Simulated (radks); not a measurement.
Spherical quantum dot in the effective-mass picture: electrons in a well V = -V0 / (1 + exp((r - R)/a)) with V0 = 15.2, R = 3.22, a = 0.26, with a point charge +1 (a donor) at the centre, all in effective atomic units (hartree* = m*/eps^2 hartree, bohr* = eps/m* bohr), one dielectric constant everywhere. Calculated with a radial shooting solver with Libxc functionals: non-relativistic Kohn-Sham, PBE, spin-polarised, spherical densities. Levels are named by radial order and angular momentum (1s, 1p, 1d, 2s, ...), and open shells are averaged over m.

N = 10, configuration 1s2 1p6 1d(up 2, down 0). This is the lowest configuration that the search found. Occupied and some empty levels:

level,occupation,eigenvalue (hartree*),<r> (bohr*)
1s up,1,-10.820,1.566
1s down,1,-10.787,1.533
1p up,3,-10.301,1.916
1p down,3,-10.247,1.905
1d up,2,-9.6798,2.075
1d down,0,-9.6190,2.070
2s up,0,-9.5162,1.463
2s down,0,-9.4944,1.483
1f up,0,-8.9190,2.192
1f down,0,-8.8546,2.191
2p up,0,-8.2704,1.715
2p down,0,-8.2439,1.718

Energy (hartree*): total -125.294, kinetic 9.3239, external -154.25, Hartree 23.986, exchange-correlation -4.3518.
